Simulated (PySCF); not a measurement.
**Spinor energies of Br (bromine, neutral)**

Start: [Ar] 3d10 4s2 4p5; 4p1/2 filled at m_j = -1/2, +1/2; 4p3/2 filled at m_j = -1/2, +1/2, +3/2. Calculated with PySCF 2.14 in x2c-TZVPPall-2c with one added diffuse shell each of s, p, d type (7s8p5d1f, 63 functions): generalised Hartree-Fock with the X2C-1e Hamiltonian and a Gaussian nucleus; spin-orbit coupling (SO) screened by Boettger's factors.

```tsv
spinor shell	electrons	ε, screened SO (eV)	weight of nominal j (screened SO)	rms radius, screened SO (bohr)
1s1/2	2	-13557.1	1.000	0.0492
2s1/2	2	-1825.7	1.000	0.205
2p1/2	2	-1637.7	1.000	0.180
3s1/2	2	-277.39	1.000	0.588
3p1/2	2	-210.36	1.000	0.600
3p3/2	4	-202.92	1.000	0.611
3d3/2	4	-86.494	0.996	0.649
3d5/2	6	-85.316	0.997	0.652
4s1/2	2	-27.760	1.000	1.83
4p1/2	2	-12.965	0.749	2.25
4p3/2	3	-12.127	0.832	2.30
```

(1) Where does 2p3/2 lie, and what is the 2p spin-orbit splitting (screened SO)?

```csv
quantity,screened SO
E (hartree),-2604.48372
M_J,3/2
⟨J²⟩,3.762
⟨L²⟩,2.012
⟨S²⟩,0.757
```

Each row is a mean over spinors that exchange with the open shell spreads, by up to 2.915 eV (4s1/2).

Rows whose weight is well below 1 are mixtures of j = l ± 1/2: exchange outweighs spin-orbit coupling there, and the label is only the starting occupation.

Results:

(1) At -1589.5 eV, 48.234 eV above 2p1/2.
